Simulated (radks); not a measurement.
Spherical quantum dot in the effective-mass picture: electrons in a hard-walled sphere of radius 3.62, with a point charge +1 (a donor) at the centre, all in effective atomic units (hartree* = m*/eps^2 hartree, bohr* = eps/m* bohr), one dielectric constant everywhere. Method: non-relativistic Kohn-Sham, LDA (Slater exchange, Perdew-Wang correlation), spin-polarised, spherical densities; computed with a radial shooting solver with Libxc functionals. Levels are named by radial order and angular momentum (1s, 1p, 1d, 2s, ...), and open shells are averaged over m.

N = 3, configuration 1s2 1p(up 1, down 0). This is the lowest configuration that the search found. Occupied and some empty levels:

level,occupation,eigenvalue (hartree*),<r> (bohr*)
1s up,1,0.75976,1.576
1s down,1,0.79852,1.550
1p up,1,1.2538,2.140
1p down,0,1.3054,2.138
2s up,0,1.7030,1.789
2s down,0,1.7355,1.807
1d up,0,1.7513,2.355
1d down,0,1.8039,2.357
1f up,0,2.3415,2.493
1f down,0,2.3930,2.496

Energy (hartree*): total 0.797704, kinetic 1.6900, external -2.2798, Hartree 2.2915, exchange-correlation -0.90396.
